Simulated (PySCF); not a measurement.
Job file and geometry (Å, from GFN2-xTB) of an NMR shielding run on `C1C(OC)(CC(F)F)C[SiH2]1`, C6H12F2OSi, GIAO PBE0/pcSseg-1 NMR shielding, non-relativistic, gas phase in PySCF 2.14.0, density-fitted response routines; density fitting, a coarse starting grid and PySCF grid level 2 are the driver's defaults:

```
$ OMP_NUM_THREADS=1 python probes_run.py task.json out

{"job": {"kind": "nmr", "xc": "PBE0", "basis": "pcSseg-1"}, "charge": 0, "multiplicity": 1}
C     -1.499300     1.391444    -1.362768
O     -0.703818     1.321203    -0.202265
C      0.183999     0.222432    -0.105056
C     -0.567090    -1.117027    -0.071152
C     -1.628639    -1.135712     1.017994
F     -2.701000    -1.882569     0.642565
F     -1.166848    -1.712529     2.156853
C      1.296183     0.191384    -1.184036
Si     2.636216    -0.011035     0.163096
C      1.060368     0.410388     1.152338
H     -2.321063     0.666690    -1.341918
H     -0.907909     1.234851    -2.270216
H     -1.916151     2.397386    -1.378234
H      0.144166    -1.924968     0.103044
H     -1.063613    -1.295350    -1.027276
H     -1.993574    -0.130105     1.275624
H      1.355714     1.152418    -1.691411
H      1.163873    -0.579281    -1.939853
H      3.118719    -1.382445     0.323950
H      3.721552     0.965512     0.168866
H      0.770131    -0.210893     1.993687
H      1.007674     1.447590     1.474632
```

Question: What does the program print?

Answer: 
```
coarse grid: 18840 points
cycle   1  E = -799.2647989199  dE =  1.258e+00  |g| = 8.927e-01  |ddm| = 4.083e+00
cycle   2  E = -799.1360073472  dE =  1.288e-01  |g| = 1.256e+00  |ddm| = 1.604e+00
cycle   3  E = -799.4108325863  dE = -2.748e-01  |g| = 9.888e-02  |ddm| = 1.038e+00
cycle   4  E = -799.4122745957  dE = -1.442e-03  |g| = 4.870e-02  |ddm| = 1.039e-01
cycle   5  E = -799.4127468797  dE = -4.723e-04  |g| = 1.022e-02  |ddm| = 4.582e-02
cycle   6  E = -799.4127639627  dE = -1.708e-05  |g| = 3.967e-03  |ddm| = 1.043e-02
cycle   7  E = -799.4127669926  dE = -3.030e-06  |g| = 3.476e-04  |ddm| = 3.047e-03
final grid: 178056 points
cycle   8  E = -799.4978172050  dE = -6.775e-05  |g| = 1.272e-02  |ddm| = 4.071e-02
cycle   9  E = -799.4977823293  dE =  3.488e-05  |g| = 1.876e-02  |ddm| = 2.354e-02
cycle  10  E = -799.4978500901  dE = -6.776e-05  |g| = 1.378e-03  |ddm| = 1.427e-02
cycle  11  E = -799.4978504686  dE = -3.785e-07  |g| = 3.201e-04  |ddm| = 1.572e-03
cycle  12  E = -799.4978504883  dE = -1.964e-08  |g| = 1.311e-04  |ddm| = 4.310e-04
cycle  13  E = -799.4978504912  dE = -2.890e-09  |g| = 3.264e-05  |ddm| = 1.288e-04
cycle  14  E = -799.4978504914  dE = -1.839e-10  |g| = 6.761e-06  |ddm| = 3.024e-05
converged SCF energy = -799.4978504914

GIAO shielding tensors (ppm)
atom      isotropic    diamagn.    paramagn.     s11        s22        s33       span
  0 C      136.250     246.118    -109.868    110.018    115.114    183.618     73.600
  1 O      270.134     398.929    -128.795    230.100    258.480    321.821     91.721
  2 C      109.577     247.615    -138.038     86.555     96.364    145.813     59.258
  3 C      141.173     252.653    -111.480    115.653    132.891    174.974     59.321
  4 C       64.366     244.252    -179.886     44.900     66.111     82.087     37.186
  5 F      303.487     469.787    -166.300    181.518    332.027    396.918    215.400
  6 F      303.789     472.673    -168.883    203.228    337.483    370.657    167.430
  7 C      164.882     253.291     -88.410    138.518    156.247    199.880     61.362
  8 Si     410.993     880.818    -469.825    358.230    419.851    454.897     96.667
  9 C      163.286     252.753     -89.467    139.426    149.863    200.568     61.142
 10 H       28.516      30.877      -2.362     23.420     27.465     34.662     11.243
 11 H       28.443      31.165      -2.722     24.365     26.905     34.058      9.693
 12 H       28.148      29.228      -1.080     23.680     25.458     35.304     11.624
 13 H       29.558      32.669      -3.111     26.243     30.606     31.824      5.580
 14 H       29.371      33.355      -3.983     26.069     29.738     32.306      6.237
 15 H       25.409      30.402      -4.993     23.019     25.968     27.240      4.221
 16 H       29.952      32.141      -2.189     25.729     28.842     35.285      9.557
 17 H       30.465      32.227      -1.762     26.853     28.235     36.308      9.455
 18 H       27.359      29.595      -2.236     23.819     25.910     32.347      8.527
 19 H       27.237      29.221      -1.984     23.659     24.732     33.321      9.663
 20 H       29.789      32.043      -2.254     24.642     29.749     34.974     10.332
 21 H       29.968      31.980      -2.011     26.604     28.280     35.021      8.417
```

Question: Turn these shieldings into chemical shifts. References, each an isolated molecule treated in the same way: TMS for 13C (σ = 186.93 ppm), 29Si (σ = 349.16 ppm), 1H (σ = 31.72 ppm); H2O for 17O (σ = 336.08 ppm); 19F (σ = 170.95 ppm) vs CFCl3.

Answer: Averaging equivalent atoms: C 4: 122.6; C 2: 77.3; C 0: 50.7; C 3: 45.8; C 7/9: 22.8; O 1: 65.9; F 5/6: -132.7; Si 8: -61.8; H 15: 6.31; H 19: 4.48; H 18: 4.36; H 10/11/12: 3.35; H 13/14: 2.25; H 16/21: 1.76; H 17/20: 1.59 ppm. Unscaled 19F shifts against computed CFCl3 carry errors that often reach 10 to 50 ppm. Experimental scales use liquid or dissolved standards, which lie at an offset from isolated H2O (liquid H2O: subtract about 36 ppm).

Size and cost of the density-fitted run: 237 basis functions, 3.1 min wall time on 1 thread of an Intel Xeon, shared host; peak memory 1.1 GiB.
